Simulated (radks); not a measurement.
Results of a calculation; reference values are marked as such.
All-electron atom: Pb+ in [Xe] 4f14 5d10 6p3 (not the ground configuration). Level of theory: Dirac Kohn-Sham, PBEsol, spin-unpolarised, spherical densities, finite nucleus; open shells are shared between the two j in proportion to 2j + 1; Fermi nuclear charge, rms radius 5.5012 fm (a radial shooting solver on a logarithmic mesh with Libxc functionals).

Unscreened Slater integrals over Kohn-Sham orbitals (hartree). Large and small components are both included. Empty in this configuration: 6s1/2.

\begin{tabular}{lr}
integral & value \\ \hline
F0(6p3/2,6p3/2) & 0.30471 \\
F2(6p3/2,6p3/2) & 0.16516 \\
F0(6p3/2,6p1/2) & 0.32049 \\
G2(6p3/2,6p1/2) & 0.16834 \\
F0(6p3/2,5d5/2) & 0.37740 \\
F2(6p3/2,5d5/2) & 0.11431 \\
G1(6p3/2,5d5/2) & 0.043868 \\
G3(6p3/2,5d5/2) & 0.037047 \\
F0(6p3/2,5d3/2) & 0.37891 \\
F2(6p3/2,5d3/2) & 0.11029 \\
G1(6p3/2,5d3/2) & 0.038499 \\
G3(6p3/2,5d3/2) & 0.033540 \\
F0(6p3/2,6s1/2) & 0.34326 \\
G1(6p3/2,6s1/2) & 0.19945 \\
F0(6p1/2,6p1/2) & 0.34006 \\
F0(6p1/2,5d5/2) & 0.41591 \\
G3(6p1/2,5d5/2) & 0.055314 \\
F0(6p1/2,5d3/2) & 0.41792 \\
G1(6p1/2,5d3/2) & 0.062512 \\
F0(6p1/2,6s1/2) & 0.36924 \\
G1(6p1/2,6s1/2) & 0.24376 \\
F0(5d5/2,5d5/2) & 0.69117 \\
F2(5d5/2,5d5/2) & 0.36036 \\
F4(5d5/2,5d5/2) & 0.24019 \\
F0(5d5/2,5d3/2) & 0.70307 \\
F2(5d5/2,5d3/2) & 0.36642 \\
G2(5d5/2,5d3/2) & 0.36580 \\
G4(5d5/2,5d3/2) & 0.24400 \\
F0(5d5/2,6s1/2) & 0.48439 \\
G2(5d5/2,6s1/2) & 0.10741 \\
F0(5d3/2,5d3/2) & 0.71570 \\
F2(5d3/2,5d3/2) & 0.37356 \\
F0(5d3/2,6s1/2) & 0.48767 \\
G2(5d3/2,6s1/2) & 0.098006 \\
F0(6s1/2,6s1/2) & 0.40998 \\
\end{tabular}
